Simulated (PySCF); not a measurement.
## ECD: `InChI=1S/C5H8FNSi/c1-2-5-3-8(4-6)7-5/h1,5,7-8H,3-4H2/t5-,8-/m0/s1`

Geometry (Å), atoms numbered from 1 in this order:
```xyz
16

C    -2.8505   -1.6409   -0.2741
C    -2.1689   -0.6997    0.0147
C    -1.3027    0.4153    0.3317
C    -0.1714    0.0813    1.3256
Si    1.0528    0.8304    0.0648
C     2.4058   -0.2277   -0.7760
F     3.6262    0.0149   -0.1770
N    -0.4369    0.7904   -0.7879
H    -3.4630   -2.4600   -0.5089
H    -1.9145    1.2587    0.6794
H    -0.2749    0.5876    2.2787
H    -0.0919   -0.9863    1.5083
H     1.6489    2.1123    0.4623
H     2.2348   -1.3037   -0.7049
H     2.5266    0.0337   -1.8294
H    -0.8280    1.2027   -1.6186
```

Method used: TDDFT LC-wPBE/aug-cc-pVDZ circular dichroism and optical rotation, one conformer, gas phase (PySCF). Geometry: GFN2-xTB.

The molecule is flexible and this is one conformer; a measurement averages over conformers. Singlets 3 and 4 lie within 0.01 eV of each other, so their separate moments and overlaps can depend on how they mix.

(1) Assign R or S to each stereocentre.

(2) Which excitations and rotatory strengths does the calculation give?

Answers

(1) C3 S, Si5 S.

(2) Rotatory strengths R in 10⁻⁴⁰ esu² cm², velocity form and length form (origin at the centre of mass); f in length form.
| state | E (eV) | λ (nm) | f | R (velocity) | R (length) | main |
| --- | --- | --- | --- | --- | --- | --- |
| 1 | 6.09 | 203 | 0.013 | +29.1 | +29.0 | HOMO→LUMO 0.21, HOMO→LUMO+2 0.11 |
| 2 | 6.47 | 192 | 0.003 | -2.3 | -2.3 | HOMO−1→LUMO+11 0.17, HOMO−1→LUMO+9 0.12 |
| 3 | 6.88 | 180 | 0.007 | +6.1 | +6.1 | HOMO−2→LUMO+12 0.13, HOMO→LUMO 0.10 |
| 4 | 6.88 | 180 | 0.007 | -7.4 | -7.4 | HOMO−1→LUMO+12 0.11, HOMO−2→LUMO+11 0.10 |
| 5 | 6.99 | 177 | 0.008 | +1.6 | +1.6 | HOMO−2→LUMO+12 0.18, HOMO→LUMO 0.15 |
| 6 | 7.21 | 172 | 0.036 | -2.0 | -1.1 | HOMO→LUMO+3 0.21, HOMO→LUMO+2 0.18 |
| 7 | 7.48 | 166 | 0.021 | +29.9 | +29.5 | HOMO→LUMO+2 0.11 |
| 8 | 7.60 | 163 | 0.036 | -89.9 | -89.5 | HOMO−1→LUMO 0.23, HOMO→LUMO+1 0.10 |

Among the states computed, the strongest CD band (largest |R|) is state 8. The largest dissymmetry factor in size, g = 4R/(D+G), with D and G the electric and magnetic dipole strengths, is -0.029 for state 8 (velocity form, f = 0.035), among bands with |R| over 0.5. The mirror image has the same energies and oscillator strengths and all R with the opposite sign.
